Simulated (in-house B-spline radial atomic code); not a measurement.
Atomic self-consistent-field run: Mg6+. Level of theory: Dirac-Kohn-Sham relativistic LDA, spherical fractional occupations, Fermi nucleus of rms radius 3.057 fm; calculated with a B-spline radial code for spherical atoms.

Command:
```bash
python run_scf.py task.json out
```
Settings (nuclear radius in fm, mass in u):
```
Z                12
configuration    [He] 2s2 2p2
hamiltonian      dirac
method           lda_x_rel,vwn
spin_polarised   False
nucleus          fermi
rms_radius       3.057
atomic_mass      23.98504
speed_of_light   137.035999084
```

Output (hartree, bohr):
```
 radial grid: 64 intervals, B-splines of order 8, outer radius 5.9701 bohr

 iter        energy (Eh)    residual
    1        -177.612185    3.56e-01
    2        -179.246860    8.23e-02
    3        -179.295985    3.33e-02
    4        -179.304392    1.35e-02
    5        -179.306019    2.59e-03
    6        -179.306079    5.39e-06
    7        -179.306079    1.85e-07

 total energy                      -179.30608
 kinetic                             179.4345
 electron-nucleus                   -392.4420
 Hartree                              44.4165
 exchange-correlation                -10.7151

 first-order corrections (not in the total)
   Gaunt                             0.0288
   retardation                      -0.0012
   frequency dependence             -0.0000
   self-energy                       0.0221
   Uehling                          -0.0013
   Wichmann-Kroll                    0.0000
   recoil                            0.0038

 orbital      occ     eigenvalue          <r>       <r^2>       <1/r>       r_max    small
 1s1/2      2.000       -53.2393     0.130777   0.0230166     11.6004     0.08539  1.78e-03
 2s1/2      2.000        -8.4627     0.609352     0.43714     2.41288      0.5088  3.07e-04
 2p1/2      0.667        -7.4550      0.54732    0.366904      2.3438      0.4206  2.92e-04
 2p3/2      1.333        -7.4389     0.548652    0.368541     2.33578      0.4217  2.91e-04
```

Time taken, with all properties: 0.67 s on 1 thread of Arm Neoverse V1, on a shared host.

For the Dirac Hamiltonian the kinetic term is c α·p + (β - 1)c².
